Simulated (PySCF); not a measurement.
Start geometry of `BO[C@@H](F)CC` from GFN2-xTB (Å):
```
atom  x, y, z in Å
B1     2.138   -0.893    0.527
O2     1.238   -0.472   -0.397
C3     0.497    0.706   -0.345
F4     1.115    1.584   -1.245
C5    -0.944    0.467   -0.728
C6    -1.674   -0.318    0.354
H7     2.664   -1.882    0.293
H8     2.328   -0.242    1.503
H9     0.609    1.206    0.667
H10   -1.415    1.445   -0.851
H11   -0.966   -0.068   -1.658
H12   -1.666    0.219    1.307
H13   -1.213   -1.274    0.500
H14   -2.717   -0.495    0.064
```

**Question.** What comes out of this run: PySCF 2.14.0, PBE0-D3(BJ)/def2-SVP geometry optimisation, gas phase?

**Answer.** 
```
atom  x, y, z in Å
B1     2.123   -0.801    0.393
O2     1.183   -0.498   -0.522
C3     0.471    0.702   -0.509
F4     0.883    1.430   -1.582
C5    -1.011    0.435   -0.619
C6    -1.574   -0.342    0.557
H7     2.677   -1.866    0.276
H8     2.367   -0.020    1.289
H9     0.727    1.273    0.404
H10   -1.508    1.413   -0.720
H11   -1.171   -0.106   -1.565
H12   -1.427    0.196    1.507
H13   -1.094   -1.328    0.650
H14   -2.654   -0.508    0.436
```

The energy falls by 3.7 kcal/mol over 6 energy and gradient evaluations, the largest force component goes from 0.0287 to 2.8e-04 Eh/bohr, and the atoms move by 0.105 Å rms after alignment. The bond that changes most is B1–H7 (three-coordinate boron to B–H hydrogen), which lengthens by 0.062 Å. Bonds longer at the end by more than 0.005 Å: 6 of 13; shorter: 3. Among the angles that change most is B1–O2–C3, from 126.2° to 122.9°. Rotational constants go from 4386, 2951, 1932 to 4280, 3103, 1969 MHz. The orientation of the end geometry is arbitrary; only internal coordinates are fixed.

The run used 124 basis functions and 41 SCF cycles in all.

Whether it is a minimum is left open (no frequencies). One conformer, not necessarily the lowest.
